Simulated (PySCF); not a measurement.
Species: C3H9NOSi.
Cartesian coordinates in Å at the PBE0-D3(BJ)/def2-SVP level; atoms count from 1:
```xyz
15
C3H9NOSi angstrom
C      3.248   -0.160   -0.414
N      2.166   -0.291    0.221
Si     0.660    0.547   -0.122
C     -0.612   -0.835   -0.451
O     -1.843   -0.411   -0.971
C     -2.658    0.233   -0.044
H      4.141   -0.749   -0.132
H      3.396    0.533   -1.272
H      0.332    1.358    1.088
H      0.751    1.459   -1.312
H     -0.157   -1.507   -1.198
H     -0.741   -1.442    0.470
H     -2.889   -0.414    0.826
H     -3.601    0.492   -0.547
H     -2.207    1.168    0.346
```

Level: PBE0/pcSseg-1 and PBE0/def2-SVPD in PySCF, non-relativistic, on one gas-phase PBE0-D3(BJ)/def2-SVP geometry that isn't relaxed in the solvent. The solvent is an IEF-PCM continuum (cavity from Bondi-type radii × 1.2). Specific hydrogen bonds and non-electrostatic terms are outside this model.

Gas phase at PBE0/pcSseg-1: HOMO -7.02 eV, LUMO -0.90 eV, dipole 0.86 D.

What does the continuum do to the energy, the frontier levels and the dipole at PBE0/pcSseg-1 in tetrahydrofuran and dimethylsulfoxide?

| solvent | ε | E(solvent) − E(gas) (kcal/mol) | polarisation term (kcal/mol) | distortion of the solute (kcal/mol) | HOMO (eV) | LUMO (eV) | dipole (D) |
| --- | --- | --- | --- | --- | --- | --- | --- |
| tetrahydrofuran | 7.426 | -4.19 | -4.67 | 0.48 | -7.02 | -0.80 | 1.15 |
| dimethylsulfoxide | 46.83 | -5.13 | -5.87 | 0.74 | -7.03 | -0.78 | 1.22 |

The polarisation term is half the interaction of the solute with the surface charges that it induces; the rest is the cost of distorting the solute's density. The sum is the electrostatic part of solvation alone. From tetrahydrofuran to dimethylsulfoxide the lowering changes by a factor 1.22, Onsager's factor (ε − 1)/(2ε + 1) by 1.19 and ε itself by 6.3.

Give the dipole vector in the frame of the coordinates (D, pointing from negative to positive charge), gas and dimethylsulfoxide.

Gas (0.72, 0.47, 0.01), solvent (1.05, 0.63, -0.05). Its length changes by +42 % and its direction by 4°.

Which Mulliken charges (PBE0/pcSseg-1) respond most in dimethylsulfoxide (means over atoms taken as equivalent)?

| atoms | environment | gas (e) | solvent (e) | change |
| --- | --- | --- | --- | --- |
| N2 | C=N nitrogen | -0.558 | -0.611 | -0.053 |
| O5 | ether oxygen | -0.493 | -0.524 | -0.031 |
| H8 | hydrogen on a C=N carbon | +0.100 | +0.124 | +0.024 |
| H7 | hydrogen on a C=N carbon | +0.126 | +0.141 | +0.015 |
| C6 | methoxy carbon | -0.044 | -0.058 | -0.014 |
| C1 | C=N carbon | +0.024 | +0.036 | +0.012 |

Which Mayer bond orders change most in dimethylsulfoxide?

```tsv
bond	length (Å)	gas	solvent	change
C1–N2	1.261	1.962	1.936	-0.026
O5–C6	1.393	0.944	0.931	-0.013
C4–O5	1.403	0.909	0.900	-0.009
C1–H8	1.113	0.925	0.930	+0.005
N2–Si3	1.757	0.932	0.936	+0.004
C4–H11	1.103	0.948	0.945	-0.003
Si3–C4	1.907	0.910	0.912	+0.002
Si3–H10	1.502	0.908	0.910	+0.002
```

Gas phase at PBE0/def2-SVPD: HOMO -7.11 eV, LUMO -1.00 eV, dipole 0.79 D.

What does the continuum do to the energy, the frontier levels and the dipole at PBE0/def2-SVPD in dimethylsulfoxide?

| solvent | ε | E(solvent) − E(gas) (kcal/mol) | polarisation term (kcal/mol) | distortion of the solute (kcal/mol) | HOMO (eV) | LUMO (eV) | dipole (D) |
| --- | --- | --- | --- | --- | --- | --- | --- |
| dimethylsulfoxide | 46.83 | -4.80 | -5.66 | 0.86 | -7.12 | -0.89 | 1.15 |

How does the static polarisability (PBE0/def2-SVPD, frozen core, with the continuum's full static response) change?

```tsv
medium	isotropic (au)	principal values (au)	⟨r²⟩ of the electrons (bohr²)
gas	79.1	64.6, 69.4, 103.3	1042.6
dimethylsulfoxide	104.6	89.0, 97.1, 127.6	1041.2
```

The isotropic value in dimethylsulfoxide is 1.32 times the gas-phase one; no cavity-field correction is applied. ⟨r²⟩ is taken about the centre of nuclear charge.
